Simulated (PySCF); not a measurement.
Series N+XY, Y = methyl, computed as singlets and as triplets. Gas-phase values, no solvent. One relaxed conformer stands for each flexible species; it need not be the lowest. Strings in code marks are SMILES.

The HOMO from two functionals at the same geometries (B3LYP-D3(BJ)/def2-TZVP), both in PySCF: PBE-D3(BJ)/def2-TZVP and B3LYP-D3(BJ)/def2-TZVP. B3LYP has the VWN-RPA correlation part, as in Gaussian. 

```
species                                                                                                                    B3LYP-D3(BJ)/def2-TZVP (eV)
-------------------------------------------------------------------------------------------------------------------------  ---------------------------
X = methyl, multiplicity 1 (`C[N+]C` (singlet; the order of the spin states depends on the level))                                              -14.83
X = mercapto, multiplicity 1 (`C[N+]S` (lower singlet; C–N–S–H torsion 0°))                                                                     -14.92
X = vinyl, multiplicity 1 (`C=C[N+]C` (singlet; the order of the spin states depends on the level; C–C–N–C torsion 180°))                       -13.99
X = formyl, multiplicity 1 (`C[N+]C=O` (singlet; the order of the spin states depends on the level; C–N–C–O torsion 87°))                       -15.37
```

**Question.** What does PBE-D3(BJ)/def2-TZVP give for each?

**Answer.** 
- X = methyl, multiplicity 1 (`C[N+]C` (singlet; the order of the spin states depends on the level)): -13.30
- X = mercapto, multiplicity 1 (`C[N+]S` (lower singlet; C–N–S–H torsion 0°)): -13.59
- X = vinyl, multiplicity 1 (`C=C[N+]C` (singlet; the order of the spin states depends on the level; C–C–N–C torsion 180°)): -12.59
- X = formyl, multiplicity 1 (`C[N+]C=O` (singlet; the order of the spin states depends on the level; C–N–C–O torsion 87°)): -14.01
Over these rows, drawn at random from the members with no instability flagged (it was tested for open shells, ions and some series alone), PBE minus B3LYP-D3(BJ): mean +1.40 eV, from +1.32 eV to +1.53 eV.
